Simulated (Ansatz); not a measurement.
Reaction (formal exchange of groups at the Si–C bond): `C[SiH2]O` + `FB(S)Cl` → `O[SiH2]B(F)Cl` + CH₃SH

Calculated with Ansatz (gas phase, PBE0-D4/def2-TZVP geometries, no zero-point term in ΔE). CBS: MP2 limit from def2 TZ/QZ plus the TZ coupled-cluster correction, frozen cores. This one scheme is used for every species. DFT in def2-TZVPP. B3LYP here is the variant with VWN-RPA as its local correlation; programs differ in this. Each species was taken in one conformer, which may not be the lowest.

```
             level  ΔE (kJ/mol)  difference from CCSD(T)/CBS
           BLYP-D4        141.1                         -6.1
           PBE0-D4        145.8                         -1.4
          B3LYP-D4        144.7                         -2.5
            B2PLYP        149.4                          2.2
             BHLYP        148.3                          1.1
       HF/def2-SVP        156.1                          8.9
      MP2/def2-SVP        167.9                         20.7
  CCSD(T)/def2-SVP        157.3                         10.1
SCS-MP2/def2-TZVPP        152.0                          4.8
    CCSD/CBS(def2)        146.6                         -0.6
       CCSD(T)/CBS        147.2                            0
```

Largest T1 diagnostic among the species: 0.013.

In def2-TZVPP, CCSD(T) changes the Hartree–Fock value by +3.4 kJ/mol (the triples alone add +0.6 kJ/mol) and MP2 by +13.0 kJ/mol. At CCSD(T), def2-SVP lies +10.1 kJ/mol from the extrapolated value and def2-TZVPP +1.8 kJ/mol. Leaving LDA and LC-ωPBE aside and taking each functional with its dispersion term where it has one, the values, not all of them listed here, spread over 15.9 kJ/mol, from revPBE-D4 to B97M-V. LDA lies +8.0 kJ/mol from PBE without D4.
